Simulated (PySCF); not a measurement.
C₃H₄ClF, SMILES C/C(Cl)=C\F.

Geometry optimised at PBE0-D3(BJ)/def2-SVP.

These are TDDFT-PBE/def2-SVPD in PySCF values and carry that method's errors.

Vertical excitations. The molecule is in vacuum. State labels are in the subgroup Cs.

```csv
state,symmetry,energy (eV),λ (nm),f,main pairs
S1,A",5.58,222,0.000,HOMO→LUMO+1 99 %
S2,A",6.10,203,0.004,HOMO→LUMO+2 99 %
S3,A',6.25,198,0.213,HOMO→LUMO 87 %
S4,A",6.69,185,0.000,HOMO−1→LUMO 99 %
S5,A",6.94,179,0.003,HOMO→LUMO+3 99 %
S6,A",7.15,173,0.010,HOMO→LUMO+4 99 %
S7,A',7.39,168,0.001,HOMO−1→LUMO+1 95 %
S8,A',7.76,160,0.004,"HOMO→LUMO+5 72 %, HOMO−2→LUMO 20 %"
S9,A",7.82,159,0.000,HOMO→LUMO+6 98 %
S10,A',7.88,157,0.038,HOMO−1→LUMO+2 88 %
T1,A',4.09,303,0,HOMO→LUMO 98 %
T2,A",5.14,241,0,HOMO→LUMO+1 99 %
T3,A",5.99,207,0,HOMO→LUMO+2 99 %
T4,A",6.58,188,0,HOMO−1→LUMO 99 %
```
Triplets are in the Tamm–Dancoff approximation, which puts them higher than full response would, so one can lie above its singlet here.
